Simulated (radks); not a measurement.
Ionisation of the rhodium ion Rh+, [Kr] 4d8, to [Kr] 4d7 as the strength of local exchange is varied. Calculated with a radial shooting solver on a logarithmic mesh with Libxc functionals: scalar-relativistic Kohn-Sham, Slater X-alpha exchange (alpha = 2/3 is LDA exchange), no correlation, spin-unpolarised, spherical densities, point nucleus.

alpha  E(Rh+) (hartree)  exchange (hartree)  IE (eV)  -e of the level emptied (eV)  <r> of it (bohr)
0.567       -4755.68696          -109.60278   16.828                   11.204 (4d)             1.606
0.667       -4775.09269          -129.46632   18.349                   12.512 (4d)             1.562
0.703       -4782.09837          -136.65618   18.917                   13.006 (4d)             1.547
0.825       -4805.91696          -161.17502   20.928                   14.770 (4d)             1.499
0.969       -4834.18377          -190.41875   23.469                   17.031 (4d)             1.448

NIST Atomic Spectra Database: 18.080 eV (semi-empirical). The Delta-SCF value meets it near alpha = 0.65. Spin polarisation and multiplet splitting are left out, so open shells lie too high by an amount that depends on their filling.

Beside tabulated values, note that spin-unpolarised runs miss the spin-polarisation part of the exchange energy of open shells.
